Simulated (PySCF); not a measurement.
## Fine-structure interval of Eu⁴⁶⁺ by level of theory

Eu⁴⁶⁺ [Ne] 3s2 3p5 [3p1/2^2 3p3/2^3, M_J = 3/2] → Eu⁴⁶⁺ [Ne] 3s2 3p5 [3p1/2^1 3p3/2^4, M_J = 1/2], as a difference of total energies. Computed with PySCF 2.14 in an uncontracted even-tempered set (18 s from 11 bohr⁻², ratio 2.4; 14 p from 15 bohr⁻², ratio 2.4; 4 d from 54 bohr⁻², ratio 2.6; 4 f from 81 bohr⁻², ratio 2.6), with the two-component X2C-1e Hamiltonian. Correlated levels: 1s2 frozen; the 54 highest virtual spinors dropped. "Screened" scales the spin-orbit matrix elements by Boettger's factors to mimic the two-electron term; Breit and QED terms are absent.

```tsv
method	fine-structure interval (cm⁻¹)
GHF (screened spin-orbit)	1323600
GMP2 (screened spin-orbit)	1324700
GHF (bare spin-orbit)	1370300
```
